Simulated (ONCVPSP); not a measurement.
# Plane-wave convergence, ONCV potential for O (Z = 8)

O, optimised norm-conserving Vanderbilt (ONCV), made with ONCVPSP 4.0.1 (PBE, non-relativistic). Core [He], reference 2s1.5 2p4.5. Waves: 2s: rc 0.70 bohr, ncon 4, nbas 7, qcut 11.1 1/bohr, 2 projectors, debl 3.6 Ha; 2p: rc 1.05 bohr, ncon 3, nbas 6, qcut 7.2 1/bohr, 2 projectors, debl 0.4 Ha; d scattering state at 0.09 Ha: rc 1.00 bohr, ncon 3, nbas 7, qcut 9 1/bohr, 1 projector. Local part: polynomial inside 0.65 bohr (lpopt 4, dvloc0 0 Ha). Core correction: none.

Q: For each optimised wave give the share of its norm inside rc, the residual kinetic energy above qcut (Ha) and the cutoffs (Ha) for errors of 10, 1, 0.1 and 0.01 mHa per electron.

A:

```tsv
wave	norm inside rc	residual KE	10 mHa	1 mHa	0.1 mHa	0.01 mHa
2s	0.186	6.2e-05	29.9	42.8	54.8	236.6
s projector 2	0.042	1.2e-03	24.2	71.9	304.7	365.6
2p	0.467	9.3e-03	25.7	90.2	150.0	not reached
p projector 2	0.016	3.8e-04	12.2	22.4	34.8	142.8
d projector 1	0.000	6.8e-09	0.2	0.5	1.7	6.6
```

The occupied waves need 90 Ha and 150 Ha for 1 and 0.1 mHa. Rows with under 1 % of the norm inside rc give no meaningful cutoff.
